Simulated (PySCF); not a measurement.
## Vibration and rotation of GeP

ROHF-CCSD(T) constants of GeP, ²Π (doublet), unpaired electrons π ↑ (PySCF, no relativity, basis sets Ge def2-SVP, P def2-SVP; masses 73.9212 and 30.9738 u):

| Property | Result |
| --- | --- |
| ωe | 468.3 cm⁻¹ |
| ωexe | 1.8 cm⁻¹ |
| Be | 0.16351 cm⁻¹ |
| αe | 0.000770 cm⁻¹ |
| De to Ge + P | 2.64 eV |

(1) What force constant and bond length do these constants imply?

(2) Estimate the centrifugal constant D from the Kratzer relation and find the Dunham coefficient a1.

Correlated steps freeze 14 core orbitals. Correlated levels converge slowly with the basis: in double zeta they bind strong bonds too weakly, by up to about 1 eV, and carry superposition errors of some tenths. Spin–orbit coupling is left out. The state was picked by a PBE0 search and need not be the measured ground state.

Answers

(1) Reduced mass μred = 21.828 u; k = 5.8918×10⁻⁷·μred·ωe² (u, cm⁻¹, mdyn/Å) = 2.82 mdyn/Å; Re = √(16.8576/(μred·Be)) (u, cm⁻¹, Å) = 2.173 Å.

(2) D = 4Be³/ωe² = 7.97e-08 cm⁻¹; a1 = −1 − αeωe/(6Be²) = -3.25.
